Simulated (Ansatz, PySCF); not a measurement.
Species: sum formula SiCl2F (charge 0, doublet). It need not be the lowest isomer of its formula. 
Structure (B3LYP-D3(BJ)/def2-TZVP (Ansatz, a first-principles code) minimum search):
```
Si
F 1 1.5956
Cl 1 2.0546 2 107.86
Cl 1 2.0546 2 107.86 3 -119.37
```
Charge 0, spin multiplicity 2.

Total electronic energies in hartree. Correlated levels leave the core frozen unless marked. Open shells are spin-unrestricted. No spin-orbit coupling. No relativistic terms. CBS marks a two-point X^-3 extrapolation of the correlation energy; Hartree-Fock from the larger set. The bracket is a focal-point correction in the basis named.

```csv
level,program,energy (Eh)
HF/STO-3G,Ansatz,-1292.89143
RI-HF/cc-pV(T+d)Z,Ansatz,-1307.60433
BLYP-D3(BJ)/def2-TZVPD,Ansatz + dftd3,-1309.94185
BLYP/def2-TZVPD,PySCF,-1309.93200
revPBE-D3(BJ)/def2-TZVPD,Ansatz + dftd3,-1309.68717
revPBE/def2-TZVPD,Ansatz,-1309.67733
PBE0/6-31G*,Ansatz,-1309.27496
PBE0-D3(BJ)/def2-TZVP,Ansatz + dftd3,-1309.42668
PBE0-D4/def2-TZVPD,Ansatz + dftd4,-1309.42875
BHLYP-D3(BJ)/def2-TZVPD,Ansatz + dftd3,-1309.91465
HSE06-D4/def2-TZVPD,Ansatz + dftd4,-1309.40307
CAM-B3LYP-D4/def2-TZVPD,Ansatz + dftd4,-1309.95860
MP2/cc-pwCVTZ,Ansatz,-1308.33821
SCS-MP2/STO-3G,Ansatz,-1292.94439
"RI-MP2/CBS(cc-pV(T+d)Z,cc-pV(Q+d)Z)+[CCSD(T)-MP2]/cc-pV(T+d)Z",Ansatz,-1308.5272
```

Totals of different functionals don't rank their quality; only differences between species are comparable.
